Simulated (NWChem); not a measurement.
**Correlation energy of HSe**

SMILES: [SeH]
```xyz
2

Se     0.0000     0.0000     0.0421
H      0.0000     0.0000    -1.4314
```
Charge 0, spin multiplicity 2.

Everything below was run with NWChem. Structure: optimised with UPBE0/def2-SVP, a minimum by its harmonic frequencies.

Basis set: STO-3G. Each correlation energy counts from its own Hartree-Fock reference.

The Hamiltonian is non-relativistic. The correlated methods keep 9 core orbitals frozen. The structure started from a generated list of species. The unpaired electrons of the parent sit in orbitals of symmetry b2 (C2v labels of the run); other states weren't searched. The stability of the SCF solutions was not checked. Open-shell Hartree-Fock references start from PBE0 orbitals. Coupled-cluster values serve here as a point of comparison, not as the truth.

```csv
method,correlation energy (mHa)
CCSD on UHF,-21.2
SCS-UMP2,(withheld)
CCSD[T] on UHF,-21.2
CCSD on ROHF,-21.9
CCSDT on ROHF,-21.9
UMP2,(withheld)
CCSD(T) on ROHF,-21.9
CCSD[T] on ROHF,-21.9
CCSD(T) on UHF,-21.2
```

Problem. Some entries are withheld; supply them.

Solution. 
- SCS-UMP2, correlation energy (mHa): -16.4
- UMP2, correlation energy (mHa): -13.7
